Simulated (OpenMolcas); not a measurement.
## Rh3+: effect of the metal basis

Rh3+ with 6 ligands (chloride) in octahedral coordination (Oh) at 2.42 Å. A charge of +0.5 e stands 2.8 Å behind each ligand.

```json
{
  "Program": "OpenMolcas",
  "Method": "SS-CASPT2, IPEA 0.25 Eh, imaginary shift 0.1 Eh (closed shells correlated: 4s 4p and the ligand valence shells)",
  "Spin-orbit coupling": "RASSI with atomic mean-field integrals over the reference wave functions"
}
```

Fixed: ligand basis ANO-RCC-VDZP, active space 6 electrons in 5 orbitals (4d), DKH2 Hamiltonian.

States (labels of O, the rotations of Oh). Energies in cm-1 above the lowest state or level, χT in cm3 K/mol.

| Run | Metal basis | Ground state | First state of that spin | First gap with spin-orbit (degeneracies) | χT at 300 K | First state of another spin | Cost |
| --- | --- | --- | --- | --- | --- | --- | --- |
| A | ANO-RCC-VDZP | 1A1 | 14650 | 12140 (1, 2) | 0.037 | 2S+1 = 3: 12750 | roughly 4 core-minutes |
| B | ANO-RCC-VTZP | 1A1 | 16030 | 12780 (1, 2) | 0.036 | 2S+1 = 3: 13450 | roughly 13 core-minutes |

Costs are those of the CASPT2 steps.

Roots that are degenerate in the reference are averaged as groups; the widest CASPT2 spread within a group is 1100 cm-1 (the 3-fold group of multiplicity 1 near 14600 cm-1 above the lowest state of its run, A). Shifts and gaps below about the spread of the groups concerned are not significant. Over all roots computed the reference weight is 0.61 to 0.65 in A, 0.60 to 0.65 in B; a low but even weight reflects the number of correlated electrons. Ligand-to-metal charge-transfer states are missing. With no ligand orbital active B as a rule stays too high, so bands that hang on it stand too high and its fall with covalency is understated. With one d shell and no ligand orbital active, 10Dq can be off by a tenth or more. The least metal-like active orbital is 69 % on the metal (Löwdin) and no ligand orbital is active, so the numbers are rough, and ground spin, moment and any spin crossover can be artefacts of this space; highly charged d ions in such sites are as a rule low spin (holds for A). The least metal-like active orbital is 71 % on the metal (Löwdin) and no ligand orbital is active, so the numbers are rough (holds for B). No measured value stands beside these numbers; the geometry was imposed, not optimised, and the real ion may take another.

A state without a sure symmetry label is named by its multiplicity alone.
